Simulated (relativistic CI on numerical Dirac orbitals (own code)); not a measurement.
Level scheme of Dy33+

Computed by Dirac-Coulomb-Breit CI, KLI orbitals optimised for each configuration, model QED, unscaled Slater integrals (own radial code, finite nucleus).

CI space (outside the closed core [Ar] 3d10): 4s²4p³, 4s4p⁴, 4s²4p²4d, 4p⁵, 4s4p³4d, 4s²4p²4f, 4s4p³4f, 4p⁴4d, 4s4p²4d², 4s²4p4d4f, 4p⁴4f, 4s²4p4d², 4s²4d³, 4s4p4d³, 4s²4d²4f, 4s4p4d²4f, 4p³4d², 4p²4d³, 4p²4d²4f. Double excitations out of closed p, d and f shells are left out; levels of such configurations are missing from the list, as are those of other unlisted configurations, and high levels can miss mixing partners.

The lowest level is 4s²4p³ ²P°3/2, with 44 % of that term; Hund's rules for 4s²4p³ give ⁴S° with J = 3/2, of which the calculation keeps J, while another term leads.

```
No.      Configuration  Term    J   E (eV)   %  Lifetime (s)         jj configuration (%)
  1             4s²4p³   ²P°  3/2    0.000  44                                 4p3/2 (98)
  2             4s²4p³   ⁴S°  3/2   45.734  53      9.91e-07           4p1/2 4p3/2^2 (98)
  3             4s²4p³   ²D°  5/2   50.462  99      4.95e-06           4p1/2 4p3/2^2 (99)
  4             4s²4p³   ²P°  1/2   56.549  99      1.29e-06           4p1/2 4p3/2^2 (99)
  5             4s²4p³   ²P°  3/2  103.045  53      4.58e-07                 4p3/2^3 (98)
  6          4s4p⁴(3P)    ⁴P  5/2  121.570  68      5.83e-11              4s 4p3/2^2 (87)
  7          4p²(1S)4d    ²D  3/2  123.844  30      4.09e-10           4p1/2^2 4d3/2 (83)
  8          4s4p⁴(1S)    ²S  1/2  136.511  51      9.08e-12              4s 4p3/2^2 (89)
  9          4s4p⁴(1D)    ²D  3/2  139.829  28      4.55e-12              4s 4p3/2^2 (70)
 10          4p²(3P)4d    ⁴D  5/2  143.367  25      6.28e-12           4p1/2^2 4d5/2 (84)
 11          4s4p⁴(3P)    ⁴P  3/2  168.584  30      3.34e-11        4s 4p1/2 4p3/2^3 (48)
 12          4p²(3P)4d    ⁴F  5/2  170.333  40      5.58e-10       4p1/2 4p3/2 4d3/2 (88)
 13          4p²(3P)4d    ⁴D  1/2  170.541  70      1.13e-10       4p1/2 4p3/2 4d3/2 (91)
 14          4p²(3P)4d    ²P  3/2  171.153  35      5.95e-11       4p1/2 4p3/2 4d3/2 (48)
 15          4p²(1D)4d    ²G  7/2  175.382  40      1.43e-08       4p1/2 4p3/2 4d3/2 (91)
 16          4s4p⁴(1D)    ²D  5/2  176.258  43      4.78e-11        4s 4p1/2 4p3/2^3 (57)
 17          4p²(3P)4d    ⁴D  7/2  181.538  47      2.71e-09       4p1/2 4p3/2 4d5/2 (98)
 18          4s4p⁴(3P)    ²P  1/2  185.324  29      2.38e-12        4s 4p1/2 4p3/2^3 (43)
 19          4p²(1D)4d    ²G  9/2  186.683  55      5.05e-05       4p1/2 4p3/2 4d5/2 (98)
 20          4p²(3P)4d    ⁴P  5/2  187.737  37      1.38e-12       4p1/2 4p3/2 4d3/2 (55)
 21          4s4p⁴(3P)    ²P  3/2  188.330  27      1.18e-12       4p1/2 4p3/2 4d3/2 (55)
 22          4p²(3P)4d    ⁴D  3/2  189.497  39      2.53e-12       4p1/2 4p3/2 4d5/2 (47)
 23          4p²(1D)4d    ²S  1/2  193.771  36      1.37e-12       4p1/2 4p3/2 4d3/2 (58)
 24          4p²(3P)4d    ⁴D  5/2  195.137  38      2.19e-12       4p1/2 4p3/2 4d5/2 (45)
 25          4p²(1D)4d    ²F  7/2  197.646  39      4.13e-12       4p1/2 4p3/2 4d5/2 (82)
 26          4p²(1D)4d    ²P  3/2  198.391  42      1.84e-12       4p1/2 4p3/2 4d5/2 (52)
 27          4p²(3P)4d    ²D  5/2  201.644  50      1.49e-12       4p1/2 4p3/2 4d5/2 (77)
 28          4p²(3P)4d    ²D  3/2  203.011  60      2.91e-12       4p1/2 4p3/2 4d5/2 (61)
 29          4p²(1D)4d    ²P  1/2  207.524  63      1.67e-12       4p1/2 4p3/2 4d5/2 (68)
 30          4p²(1D)4d    ²S  1/2  229.230  24      7.69e-12              4s 4p3/2^4 (44)
 31          4p²(1D)4d    ²F  7/2  233.520  46      1.95e-11           4p3/2^2 4d5/2 (93)
 32          4p²(1D)4d    ²P  1/2  233.856  52      1.46e-12           4p3/2^2 4d3/2 (73)
 33          4p²(1D)4d    ²D  3/2  234.445  36      1.11e-12           4p3/2^2 4d3/2 (87)
 34          4p²(1D)4d    ²D  5/2  235.087  30      1.21e-12           4p3/2^2 4d3/2 (80)
 35          4p²(3P)4d    ⁴F  9/2  235.218  55      8.17e-07           4p3/2^2 4d5/2 (97)
 36          4p²(3P)4d    ²F  7/2  238.711  68      1.21e-12           4p3/2^2 4d3/2 (84)
 37          4p²(1S)4d    ²D  3/2  244.180  60      1.32e-12           4p3/2^2 4d3/2 (79)
 38          4p²(1S)4d    ²D  5/2  246.938  79      4.48e-10           4p3/2^2 4d5/2 (97)
 39  4s4p³(4S°)<5S°>4d   ⁶D°  5/2  247.046  32      4.60e-11          4s 4p3/2 4d3/2 (88)
 40  4s4p³(4S°)<5S°>4d   ⁶D°  3/2  247.618  39      3.30e-11          4s 4p3/2 4d3/2 (89)
 41  4s4p³(4S°)<5S°>4d   ⁶D°  1/2  247.632  46      5.78e-11          4s 4p3/2 4d3/2 (89)
 42  4s4p³(4S°)<5S°>4d   ⁶D°  7/2  249.176  33      8.97e-11          4s 4p3/2 4d3/2 (72)
 43          4p²(3P)4d    ²D  3/2  255.560  49      1.73e-12           4p3/2^2 4d5/2 (84)
 44  4s4p³(2D°)<3D°>4d   ⁴F°  3/2  256.497  30      9.92e-12          4s 4p3/2 4d3/2 (69)
 45          4p²(1D)4d    ²S  1/2  256.836  20      1.21e-12              4s 4p3/2^4 (48)
 46  4s4p³(4S°)<5S°>4d   ⁶D°  9/2  256.949  45      8.40e-11          4s 4p3/2 4d5/2 (91)
 47          4p²(3P)4d    ²D  5/2  259.277  52      1.30e-12           4p3/2^2 4d5/2 (86)
 48                4p⁵   ²P°  3/2  260.881  40      8.87e-12          4s 4p3/2 4d5/2 (48)
 49  4s4p³(2D°)<3D°>4d   ⁴G°  5/2  262.115  31      9.90e-12          4s 4p3/2 4d3/2 (80)
 50  4s4p³(2D°)<3D°>4d   ⁴D°  5/2  264.352  32      8.67e-12          4s 4p3/2 4d5/2 (86)
 51  4s4p³(2P°)<3P°>4d   ⁴D°  1/2  266.564  53      4.39e-12          4s 4p3/2 4d3/2 (87)
 52  4s4p³(2P°)<3P°>4d   ⁴D°  7/2  269.748  24      5.16e-12          4s 4p3/2 4d5/2 (61)
 53  4s4p³(2P°)<1P°>4d   ²F°  7/2  274.386  30      1.16e-11          4s 4p3/2 4d5/2 (83)
 54  4s4p³(4S°)<5S°>4d   ⁴D°  1/2  279.719  53      5.69e-12          4s 4p3/2 4d5/2 (80)
 55            4s4p³4d   ²F°  5/2  280.498  21      2.99e-12          4s 4p3/2 4d5/2 (59)
 56  4s4p³(2P°)<3P°>4d   ⁴D°  3/2  282.286  32      3.44e-12          4s 4p3/2 4d5/2 (82)
 57  4s4p³(4S°)<5S°>4d   ⁴D°  3/2  283.628  37      3.36e-12  4s 4p1/2 4p3/2^2 4d3/2 (30)
 58  4s4p³(2D°)<3D°>4d   ⁴F°  5/2  289.841  17      6.52e-12           4p1/2^2 4f5/2 (38)
 59  4s4p³(4S°)<5S°>4d   ⁶D°  1/2  289.881  35      2.92e-11  4s 4p1/2 4p3/2^2 4d3/2 (81)
 60  4s4p³(2D°)<3D°>4d   ⁴D°  5/2  290.647  19      9.75e-12  4s 4p1/2 4p3/2^2 4d3/2 (65)
 61  4s4p³(4S°)<5S°>4d   ⁶D°  3/2  290.999  27      4.91e-12  4s 4p1/2 4p3/2^2 4d3/2 (63)
 62  4s4p³(2D°)<3D°>4d   ⁴F°  7/2  293.208  27      1.64e-11  4s 4p1/2 4p3/2^2 4d3/2 (57)
 63          4p²(1S)4f   ²F°  7/2  294.057  20      4.96e-12           4p1/2^2 4f7/2 (58)
 64  4s4p³(2D°)<3D°>4d   ⁴G°  9/2  298.701  56      7.01e-11  4s 4p1/2 4p3/2^2 4d3/2 (60)
 65  4s4p³(2D°)<3D°>4d   ⁴D°  7/2  299.505  58      2.87e-11  4s 4p1/2 4p3/2^2 4d5/2 (74)
 66  4s4p³(2D°)<3D°>4d   ⁴F°  9/2  301.479  40      3.92e-11  4s 4p1/2 4p3/2^2 4d5/2 (74)
 67          4p4d²(3F)   ⁴G°  5/2  303.479  21      1.72e-12           4p1/2 4d3/2^2 (46)
 68  4s4p³(2D°)<3D°>4d   ⁴D°  1/2  304.081  39      7.93e-12  4s 4p1/2 4p3/2^2 4d5/2 (60)
 69  4s4p³(4S°)<3S°>4d   ⁴D°  1/2  304.443  27      3.50e-12  4s 4p1/2 4p3/2^2 4d3/2 (46)
 70  4s4p³(2P°)<3P°>4d   ⁴F°  3/2  305.891  51      5.13e-12  4s 4p1/2 4p3/2^2 4d3/2 (80)
```

Energies count from the lowest computed level; ° marks odd parity; lifetimes are radiative, by E1, M1, E2, M2, E3 decay to levels of this space only. Percentages are summed over parent terms; the parents shown are those of the largest component, closed shells are left out there, and <> holds an intermediate term. Filled j subshells are mostly left out of the jj labels.

The mean weight of the leading LS term, summed over parents, in these 70 levels is 42 %, and that of the leading jj configuration (from the same eigenvectors) 73 %, so jj coupling describes them better and the LS labels are nominal.

At this charge energies of transitions that change n are usually good to better than 1 %, and those within a shell (Δn = 0) to a few per cent.

LS names give the leading component of a level, which can be under half, so a name can repeat, a term be missing and a line seem to break the LS rules.
